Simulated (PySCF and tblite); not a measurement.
Results of a calculation; reference values are marked as such.
tetrahydropyran-4-one, C₅H₈O₂, numbered as in [O:1]=[C:2]1[CH2:3][CH2:4][O:5][CH2:6][CH2:7]1.

Search: ETKDG and KDG, MMFF94s, GFN2-xTB, 90 starts; geometries at PBE0-D3(BJ)/def2-SVP. Weights use PBE0-D3(BJ)/def2-TZVP (IEF-PCM, chloroform) energies plus GFN2-xTB zero-point and thermal terms (modes under about 100 cm⁻¹ blended into free rotors). Symmetry numbers and mirror images are counted. Conformers within 3 kcal/mol (GFN2-xTB free energy) were kept, 8 at most. Programs: PySCF with density fitting and tblite.

Rotational constants are equilibrium values for the commonest isotopes; dipoles come from the energy level named and are polarised by its solvent model.

The 6-ring runs over atoms 2–3–4–5–6–7. Of a mirror pair one member is shown.

| conformer | shape | symmetry | weight % |
| --- | --- | --- | --- |
| 1 | 6-ring chair | Cs | 99.8 |
| 2 | 6-ring twist-boat (ring torsions 58, -28, -29, 58, -26, -27°) | C2 (pair) | 0.2 |

Sets of constants, in random order:

```tsv
set	A (MHz)	B (MHz)	C (MHz)	abs μa (D)	abs μb (D)	abs μc (D)
P	4842	2445	1784	1.97	0.00	0.03
Q	4625	2546	1814	2.29	0.00	0.47
```

(1) Match each set to its conformer.

Results:

(1) P is conformer 2, Q is conformer 1.
